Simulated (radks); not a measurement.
Q: Species: Ge. Configuration: [Ar] 3d10 4s2 4p2. Method: Dirac Kohn-Sham, revPBE, spin-unpolarised, spherical densities, finite nucleus; open shells fill j = l - 1/2 first; Fermi nuclear charge, rms radius 4.0742 fm; computed with a radial shooting solver on a logarithmic mesh with Libxc functionals. Some entries of the table are withheld. Estimate them.

orbital  occ.  eigenvalue (Ry)  <r> (bohr)  <1/r> (bohr^-1)
1s1/2       2        -805.4217     0.04699            32.39
2s1/2       2        -100.7795      0.2098            7.151
2p1/2       2              (1)      0.1812            7.111
2p3/2       4              (2)      0.1848            6.917
3s1/2       2              (3)      0.6240            2.292
3p1/2       2         -8.69558      0.6397            2.164
3p3/2       4         -8.38154      0.6504            2.118
3d3/2       4              (4)      0.7332            1.788
3d5/2       6              (5)      0.7386            1.776
4s1/2       2         -0.85024       2.123           0.6185
4p1/2       2         -0.28683       2.873           0.4572
4p3/2       0         -0.27334       2.933           0.4473

A: 
(1) 2p1/2 eigenvalue (Ry): -89.62279
(2) 2p3/2 eigenvalue (Ry): -87.28051
(3) 3s1/2 eigenvalue (Ry): -12.37270
(4) 3d3/2 eigenvalue (Ry): -2.16443
(5) 3d5/2 eigenvalue (Ry): -2.12146
